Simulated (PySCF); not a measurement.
## [AlCl4]-: computed shieldings and shifts

[AlCl4]-, point group Td.

Geometry (Å), atoms numbered from 1 in this order:
```xyz
5

Al   -0.0032    0.0004    0.0033
Cl   -0.0058   -0.0243    2.1650
Cl    2.0349    0.0098   -0.7090
Cl   -1.0176    1.7723   -0.7080
Cl   -1.0083   -1.7582   -0.7514
```

Total charge -1.

GIAO calculations in PySCF on the PBE0-D3(BJ)/def2-SVP structure: isolated species, non-relativistic, equivalent atoms averaged; basis pcSseg-1 (pcSseg-2 on Al).

Task: Give the isotropic shieldings (ppm) with B3LYP, PBE, PBE0.

Result: 
| atoms | environment | B3LYP | PBE | PBE0 |
| --- | --- | --- | --- | --- |
| Cl2/Cl3/Cl4/Cl5 | chlorine bonded to Al | 928 | 911 | 936 |
| Al1 | aluminium bonded to 4 Cl | 444.6 | 438.0 | 453.6 |
| HOMO–LUMO gap (eV) | – | 8.89 | 7.07 | 9.43 |

Task: And the chemical shifts, against references computed in the same way?

Result: 
| atoms | nucleus, reference | B3LYP | PBE | PBE0 |
| --- | --- | --- | --- | --- |
| Cl2/Cl3/Cl4/Cl5 | 35Cl, HCl | 2 | 23 | 7 |
| Al1 | 27Al, [Al(H2O)6]3+ | 126.5 | 122.8 | 122.5 |

Task: Which part of the shielding of Cl2/Cl3/Cl4/Cl5 depends on the functional?

Result: Diamagnetic: B3LYP 1149, PBE 1149, PBE0 1149 ppm; paramagnetic: B3LYP -221, PBE -238, PBE0 -213 ppm. The diamagnetic part, set mainly by inner electrons, hardly moves; the paramagnetic part goes with low-lying magnetically allowed excitations and carries the spread.
